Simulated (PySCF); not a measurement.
PBE on In⁻ (indium, charge -1), [Kr] 4d10 5s2 5p2, high-spin 3P determinant. All numbers are calculated (PySCF 2.14, scalar relativity through the core potential, in aug-cc-pVQZ-PP with ECP28MDF).

```
cycle= 1 E= -190.137196151678  delta_E= -0.0134  |g|= 0.0694  |ddm|=  1.1
cycle= 2 E= -190.137145242362  delta_E= 5.09e-05  |g|= 0.0706  |ddm|= 0.274
cycle= 3 E= -190.138394593571  delta_E= -0.00125  |g|= 0.00565  |ddm|= 0.162
cycle= 4 E= -190.138429359641  delta_E= -3.48e-05  |g|= 0.00287  |ddm|= 0.0691
cycle= 5 E= -190.138452872066  delta_E= -2.35e-05  |g|= 0.000142  |ddm|= 0.0279
cycle= 6 E= -190.138452941721  delta_E= -6.97e-08  |g|= 5.93e-06  |ddm|= 0.00203
cycle= 7 E= -190.138452941866  delta_E= -1.45e-10  |g|= 7.79e-07  |ddm|= 0.000154
converged SCF energy = -190.138452941866  <S^2> = 2.0015842  2S+1 = 3.0010559
```

Highest occupied orbital energy: 1.120 eV; ⟨L²⟩ = 2.01; populations by l: s 4.00, p 8.00, d 10.00, f 0.00.

**Question.** Can this result be used?

**Answer.** With care. Self-consistency was reached. Energies and moments cover only the electrons outside the core potential. At PBE the highest occupied level has a positive energy, so only the finite basis holds that electron; in a semilocal or global hybrid functional this comes from self-interaction and does not mean that the real anion is unbound.
